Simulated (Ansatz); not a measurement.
`[F][Sb]([SiH3])[Cl]`, relaxed with RKS PBE-D4/def2-SVP in Ansatz from a rough embedded geometry. The force threshold is 0.03 eV/Å; the program also tests the step.

The species carries charge 0 and has multiplicity 1. Sb takes the def2 core potential.

Start:

```xyz
7

F     1.047    0.990    1.980
Sb   -0.453   -0.314    1.616
Si    0.253   -0.543   -0.782
Cl   -1.944    1.547    1.034
H     0.548    0.819   -1.345
H    -0.868   -1.141   -1.581
H     1.417   -1.359   -0.922
```

| step | energy (eV) | largest force (eV/Å) | largest move (Å) |
| --- | --- | --- | --- |
| 1 | -29684.4561 | 1.849 | 0.000 |
| 2 | -29684.6301 | 0.576 | 0.184 |
| 3 | -29684.6668 | 0.145 | 0.074 |
| 4 | -29684.6698 | 0.036 | 0.019 |
| 5 | -29684.6700 | 0.009 | 0.011 |

End:

```xyz
7

F     1.115    0.932    2.015
Sb   -0.460   -0.203    1.683
Si    0.247   -0.518   -0.826
Cl   -2.030    1.494    1.014
H     0.566    0.844   -1.370
H    -0.892   -1.138   -1.589
H     1.455   -1.412   -0.926
```

Run time 6 s (4 threads of an AMD EPYC 7B13 on a shared host); peak host memory 0.17 GiB.
